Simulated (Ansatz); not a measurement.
Job for Ansatz (a quantum-chemistry and plane-wave program): U-CCSD(T)/cc-pV(D+d)Z on SH (SMILES [SH+]), 2S+1 = 1, a spin state set in the input, which need not be the lowest. Charge +1. Files ending in .json are basis or fitting sets from the Basis Set Exchange.

Ansatz 0.2 input:
```yaml
crystal:
  periodic: [false, false, false]
  atoms:
    - {symbol: S, position_ang: [-0.00000000, -0.00000000, -0.08067466]}
    - {symbol: H, position_ang: [0.00000000, 0.00000000, 1.29079460]}
basis:
  gaussian:
    orbitals: cc-pV_D+d_Z.json
total_charge: 1
correlation: {method: ccsd_t, electrons: outside_noble_gas}
scf: {omitted_lower_state_checks: [cluster_reference]}
magnetization: {spin_polarized: true, initial_magnetization: 0}
```

Output:

```
WARN ansatz: RAYON_NUM_THREADS=2 ignored (pool sized by the plan → 2); use --threads N
Functional definition: HF
these checks for a lower state are left out or cut short: cluster_reference
integrals: 0.01 GiB planned
274 factors; integrals over basis functions are off by at most 8.8e-4 eV
mean field: 0.05 GiB planned
mean field evaluation 1: about -10820.8352 eV, gradient 5.3e0 eV
mean field evaluation 2: about -10820.8354 eV, gradient 5.2e0 eV
mean field evaluation 4: about -10820.9924 eV, gradient 3.4e-1 eV
mean field evaluation 8: about -10820.9933 eV, gradient 1.1e-6 eV
mean field evaluation 16: about -10820.9743 eV, gradient 5.3e-1 eV
mean field evaluation 32: about -10821.7560 eV, gradient 2.8e0 eV
mean field evaluation 64: about -10822.8452 eV, gradient 8.5e-3 eV
mean field -10822.84753516 eV, -397.7323109275 hartree, gradient 4.7e-7 eV, S^2 1.024145; 8 other end points of the search recorded, 0 dependent functions left out
5 core orbitals not correlated
reference -10822.84753516 eV, -397.7323109275 hartree; 3, 3 occupied and 20, 20 virtual orbitals, 274 factors
second order -2.32859843 eV of doubles, -0.00000000 eV of singles
coupled cluster: 0.05 GiB planned
cycle   1  -2.82058021 eV  change   -4.9e-1 eV  update   5.4e-2
cycle   2  -3.03923848 eV  change   -2.2e-1 eV  update   2.8e-2
cycle   3  -3.07999605 eV  change   -4.1e-2 eV  update   1.9e-2
cycle   4  -3.15554251 eV  change   -7.6e-2 eV  update   1.6e-2
cycle   5  -3.19785188 eV  change   -4.2e-2 eV  update   7.7e-3
cycle   6  -3.20165721 eV  change   -3.8e-3 eV  update   2.1e-3
cycle   7  -3.20601206 eV  change   -4.4e-3 eV  update   8.1e-4
cycle   8  -3.20358924 eV  change    2.4e-3 eV  update   2.8e-4
cycle   9  -3.20478004 eV  change   -1.2e-3 eV  update   1.1e-4
cycle  10  -3.20444250 eV  change    3.4e-4 eV  update   3.3e-5
cycle  11  -3.20451352 eV  change   -7.1e-5 eV  update   8.6e-6
cycle  12  -3.20450693 eV  change    6.6e-6 eV  update   1.1e-6
coupled cluster: 0.05 GiB planned
perturbative correction -0.18769140 eV, -0.0068975317 hartree
WARN: the results are in doubt because among natural orbitals full CI differs from the method by +0.876 eV
Total energy: -10826.23973349 eV, -397.8569719169 hartree
In doubt: among natural orbitals full CI differs from the method by +0.876 eV
Checks for a lower state left out: cluster_reference
```

The run converged. Its determinant has ⟨S²⟩ = 1.02, a mixture of spin states.

Warnings raised: large difference.

Cost: very roughly 0.5 core-seconds.
